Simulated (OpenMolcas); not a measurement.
Ag5+ (d6) among equal point charges was computed by CASSCF with the d shell active (OpenMolcas, ANO-RCC-VDZP on the metal). Its lowest spin-free states, and all those of the highest spin:

| 2S+1 | Degeneracy | E (cm-1) |
| --- | --- | --- |
| 5 | 1 | 0.0 |
| 5 | 2 | 827.2 |
| 5 | 2 | 7150 |
| 3 | 2 | 23680 |
| 3 | 1 | 23945 |
| 3 | 1 | 23945 |
| 3 | 2 | 24218 |
| 3 | 2 | 24289 |
| 3 | 2 | 25317 |
| 3 | 1 | 25373 |
| 3 | 2 | 26533 |
| 3 | 2 | 27294 |

Task: Is the site octahedral, tetrahedral or cube-like, axial, or of lower symmetry?

Result: The states with 2S+1 = 5 have orbital degeneracies 1, 2, 2. There are pairs but no triples, so the site is axial: not cubic, but with a proper or improper axis of order three or more. The run had Ag5+ among 3 point charges of -1 e arranged as a planar triangle (D3h), 1.79 Å from the ion.

Spin-orbit coupling mixes the spin-free states strongly: the lowest level takes only 61 % from its leading state, 5A1. Without dynamic correlation the repulsion within the d shell is too large (B by tens of per cent), so at a given field states of lower spin stand too high. Point charges give a weaker field than real ligands, and real ions of this kind are as a rule low spin; the high spin found here belongs to the model. Point charges carry no covalency, so the field is a model and not that of real ligands. No measured value stands beside these numbers.
